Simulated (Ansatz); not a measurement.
BCl-, multiplicity 2 (lowest of 2S+1 = 2, 4 at CCSD(T)/def2-TZVPP on PBE0 minima; our sources give no spin for the ground state, which may be another), most abundant isotopes (11.0093 and 34.9689 u). Constants from fifth-degree fits in 1/R to seven points on the lowest solution found; no spin–orbit coupling, no relativity up to Kr; ω_e x_e and α_e move by some per cent with the fit.

Correlated levels freeze the cores. CBS: X⁻³ extrapolation of the correlation energy, Hartree–Fock from the larger set.

The values were computed with Ansatz (Gaussian basis) for Hartree–Fock, density functionals and correlated methods. 

```
level                                          r_e (Å)  ω_e (cm⁻¹)  ω_e x_e (cm⁻¹)  α_e (cm⁻¹)
---------------------------------------------  -------  ----------  --------------  ----------
PBE/def2-TZVPP                                  1.9042       515.1            5.70     0.00888
CCSD(T)/CBS(aug-cc-pV(T+d)Z, aug-cc-pV(Q+d)Z)   1.8841       512.5            7.26      0.0104
```

Q: Derive the rotational constants, the centrifugal constant, the fundamental, the zero-point energy and the force constant.

A: 
μ = 8.37317 u.
- PBE/def2-TZVPP: B_e = 16.8576/(μ r_e²) = 0.55524 cm⁻¹; B₀ = B_e − α_e/2 = 0.55080 cm⁻¹; D = 4B_e³/ω_e² = 2.58e-06 cm⁻¹; fundamental ω_e − 2ω_e x_e = 504 cm⁻¹; zero-point energy ω_e/2 − ω_e x_e/4 = 256 cm⁻¹; k = μ(2πcω_e)² = 131 N/m
- CCSD(T)/CBS(aug-cc-pV(T+d)Z, aug-cc-pV(Q+d)Z): B_e = 16.8576/(μ r_e²) = 0.56716 cm⁻¹; B₀ = B_e − α_e/2 = 0.56198 cm⁻¹; D = 4B_e³/ω_e² = 2.78e-06 cm⁻¹; fundamental ω_e − 2ω_e x_e = 498 cm⁻¹; zero-point energy ω_e/2 − ω_e x_e/4 = 254 cm⁻¹; k = μ(2πcω_e)² = 130 N/m

Ansatz is a quantum-chemistry and plane-wave program.
